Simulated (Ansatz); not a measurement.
`CSBS` + H₂O → `OBS` + CH₃SH  (formal hydrolysis of a B–S bond)

Gas-phase electronic energies from Ansatz, PBE0-D4/def2-TZVP geometries. CBS: MP2 limit from def2 TZ/QZ plus the TZ coupled-cluster correction, frozen cores. This one scheme is used for every species. DFT in def2-TZVPP. One conformer a species, not always the lowest.

```csv
level,ΔE (eV)
revPBE-D4,-0.28
r2SCAN0-D4,-0.39
LC-ωPBE,-0.45
HF/def2-QZVPP,-0.64
```

Task: What does CCSD(T)/CBS give? (Best estimate.)

Result: Computed: -0.36 eV. The listed levels differ from it by 0.08, -0.03, -0.09, -0.28 eV.

Task: What do rigid-rotor, harmonic-oscillator terms from PBE0-D4/def2-TZVP frequencies (298.15 K, 1 bar) make of the CCSD(T)/CBS value? (An estimate is asked.)

Result: Ansatz gave: ΔZPE = +0.01 eV, ΔH = -0.38 eV, ΔS = 4 J/(mol·K), ΔG = -0.40 eV.

Largest T1 diagnostic among the species: 0.013.

In def2-TZVPP, CCSD(T) changes the Hartree–Fock value by +0.23 eV (the triples alone add +0.05 eV) and MP2 by +0.29 eV. From BLYP to BHLYP (50 % exact exchange), in def2-TZVPP and without D4, ΔE moves by −0.05 eV. Leaving LDA and LC-ωPBE aside and taking each functional with its dispersion term where it has one, the values, not all of them listed here, spread over 0.21 eV, from CAM-B3LYP-D4 to revPBE-D4.
